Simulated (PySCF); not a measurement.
Compound: C₆H₁₂SSi.
Bonds: C1–S2, S2–Si3, Si3–C4, Si3–C5, C5–C6, C6–C7 (double), C7–C8, Si3–C8. Hydrogens: H9, H10, H11 on C1; H12, H13, H14 on C4; H15, H16 on C5; H17 on C6; H18 on C7; H19, H20 on C8.

Level: PBE0/def2-SVPD in PySCF, non-relativistic, on one gas-phase PBE0-D3(BJ)/def2-SVP geometry that isn't relaxed in the solvent. The solvent is an IEF-PCM continuum (van der Waals radii × 1.2). Specific hydrogen bonds and non-electrostatic terms are outside this model.

Gas phase at PBE0/def2-SVPD: HOMO -6.58 eV, LUMO 0.35 eV, dipole 1.41 D.

Task: What does the continuum do to the energy, the frontier levels and the dipole at PBE0/def2-SVPD in dichloromethane and dimethylsulfoxide?

Result: 
```
          solvent      ε  E(solvent) − E(gas) (kcal/mol)  polarisation term (kcal/mol)  distortion of the solute (kcal/mol)  HOMO (eV)  LUMO (eV)  dipole (D)
  dichloromethane   8.93                           -3.36                         -3.81                                 0.45      -6.70       0.45        1.96
dimethylsulfoxide  46.83                           -3.94                         -4.58                                 0.64      -6.73       0.46        2.07
```

The first energy column is the sum of the next two and covers electrostatics alone. From dichloromethane to dimethylsulfoxide the lowering changes by a factor 1.17, Onsager's factor (ε − 1)/(2ε + 1) by 1.15 and ε itself by 5.2.

Task: Which radius a makes the point-dipole formula ΔE = −[(ε − 1)/(2ε + 1)]·μ²/a³ give the value in dimethylsulfoxide, with the gas-phase dipole?

Result: μ = 0.556 au and |ΔE| = 0.00628 Eh give a = 1.52 Å; the farthest nucleus lies 3.72 Å from the centroid of the nuclei, so such a sphere wouldn't even hold the nuclei. The formula assumes a rigid point dipole at the centre of a sphere.

Task: How does the static polarisability (PBE0/def2-SVPD, frozen core, with the continuum's full static response) change?

Result: 
```tsv
medium	isotropic (au)	principal values (au)	⟨r²⟩ of the electrons (bohr²)
gas	114.5	107.4, 115.3, 120.7	1391.0
dichloromethane	154.6	151.4, 151.8, 160.6	1390.7
dimethylsulfoxide	163.7	159.1, 163.1, 168.9	1390.6
```

The isotropic value in dimethylsulfoxide is 1.43 times the gas-phase one; no cavity-field correction is applied. ⟨r²⟩ is taken about the centre of nuclear charge.
